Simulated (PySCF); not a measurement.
Gas-phase reaction: 4 MoF6 + Mo2O6 → 6 MoOF4, at 1000 K and a standard pressure of 1 bar. Level: PBE0/def2-TZVP.

Computed with PySCF and rigid-rotor harmonic-oscillator thermochemistry at 1 bar. All species are closed-shell singlets. Mo: scalar-relativistic def2 core potential, no spin-orbit coupling. The harmonic model lacks anharmonicity and excited electronic states, which grow with temperature; levels with a mode under 35 cm⁻¹ are left out. Soft modes under 120 cm⁻¹ make the harmonic entropy rough for MoF6, Mo2O6, MoOF4.

| species | E (Ha) | H(1000 K) − E (kJ/mol) | S°(1000 K) (J/mol/K) |
|---|---|---|---|
| MoF6 | -667.15978 | 163.2 | 520.3 |
| Mo2O6 | -587.75517 | 192.7 | 569.9 |
| MoOF4 | -542.75877 | 138.3 | 476.8 |
E: electronic energy; H − E holds the zero-point and thermal terms. 1 Ha = 2625.5 kJ/mol.

### Question
Work out ΔH°, ΔS°, ΔG° and log10 K from these numbers.

### Answer
1. ΔE = 6×(-542.75877) − 4×(-667.15978) − 1×(-587.75517) = -0.15833 Ha = -415.7 kJ.
2. Δ(H − E) = 6×(138.3) − 4×(163.2) − 1×(192.7) = -15.7 kJ, so ΔH° = -431.4 kJ.
3. ΔS° = 6×(476.8) − 4×(520.3) − 1×(569.9) = 209.7 J/K; the number of gas molecules changes by +1.
4. ΔG° = ΔH° − TΔS° = -431.4 − 1000×(209.7)/1000 = -641.1 kJ.
5. log10 K = −ΔG°/(RT ln 10) = 33.50, with RT ln 10 = 19.14 kJ/mol; at standard pressures the products are favoured.
6. A shift of 10 kJ in ΔE would move log10 K by 0.52 here.
For scale, ΔH°(298 K) is -419 kJ at this level, -430 kJ at ωB97M-V/def2-TZVP†, and runs from -602 to 36 kJ over the 17 levels computed († marks an energy on the PBE0/def2-TZVP geometry).
